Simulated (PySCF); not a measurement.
# Radial density of W+ (tungsten, charge +1)

r2SCAN0, [Xe] 4f14 5d4 6p1, one real determinant (an excited configuration). Computed with PySCF 2.14 in x2c-QZVPPall (16s10p9d5f2g, 144 functions), with the spin-free X2C one-electron Hamiltonian (Gaussian nucleus).

| r (bohr) | 4πr²ρ (e/bohr) | 4πr²(ρα − ρβ) |
| --- | --- | --- |
| 0.0164 | 97.23 | -0.0009 |
| 0.0275 | 91.38 | 0.0008 |
| 0.0463 | 129.3 | 0.0244 |
| 0.0779 | 118.0 | 0.1354 |
| 0.131 | 116.1 | 0.1780 |
| 0.220 | 90.24 | -0.0472 |
| 0.370 | 72.75 | 0.3375 |
| 0.623 | 44.38 | -0.0782 |
| 1.05 | 16.20 | 1.5743 |
| 1.76 | 5.007 | 2.3576 |
| 2.97 | 0.9800 | 0.9310 |
| 4.99 | 0.1783 | 0.1782 |
| 8.39 | 0.006117 | 0.0061 |
| 14.1 | 1.860e-05 | 0.0000 |

Densities and radii are taken from the X2C orbitals without a picture-change correction, which distorts them close to the nucleus.

⟨L²⟩ = 8.01 against 12 for a pure F term, so this real determinant mixes terms. Spin-orbit coupling, absent here, splits the open shell strongly.

Problem. Where is the radial spin density 4πr²(ρα − ρβ) most negative, and why is it negative at all?

Solution. Around r = 0.623 bohr, down to -0.0782 e/bohr: exchange with the open shell polarises the paired shells in an unrestricted calculation.
